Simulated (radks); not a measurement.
All-electron atom: N+ in [He] 2s2 2p2. All-electron calculation, non-relativistic Kohn-Sham, r2SCAN, spin-polarised, spherical densities, point nucleus; open shells are filled with parallel spins first; meta-GGA in the generalised Kohn-Sham scheme. Program: a radial shooting solver on a logarithmic mesh with Libxc functionals.

Radial electron density D(r) = 4 pi r^2 rho(r):

r (bohr)  D(r) (e/bohr)  spin D(r)
0.01489          0.4702   0.000137
0.01833          0.6793   0.000207
0.02257          0.9706   0.000316
0.02779           1.368   0.000491
0.03421           1.896   0.000782
0.04179           2.545    0.00126
0.05145           3.374    0.00216
0.06335           4.336    0.00384
0.07799           5.368    0.00704
0.09603           6.347     0.0132
0.1182            7.098     0.0250
0.1456            7.415     0.0469
0.1792            7.139     0.0864
0.2207            6.241      0.154
0.2717            4.902      0.264
0.3345            3.503      0.428
0.4118            2.489      0.658
0.5071            2.144      0.944
0.6243            2.411       1.24
0.7686            2.917       1.47
0.9464            3.186       1.52
1.156             2.956       1.37
1.423             2.252       1.03
1.752             1.375      0.640
2.157            0.6523      0.316
2.656            0.2310      0.119
3.27            0.05826     0.0329
4.026          0.009931    0.00628
4.957          0.001073   0.000768

D(r) has 2 maxima, at r = 0.148, 0.954 bohr, and minima at 0.507 bohr, inside which lie 2.16 electrons.
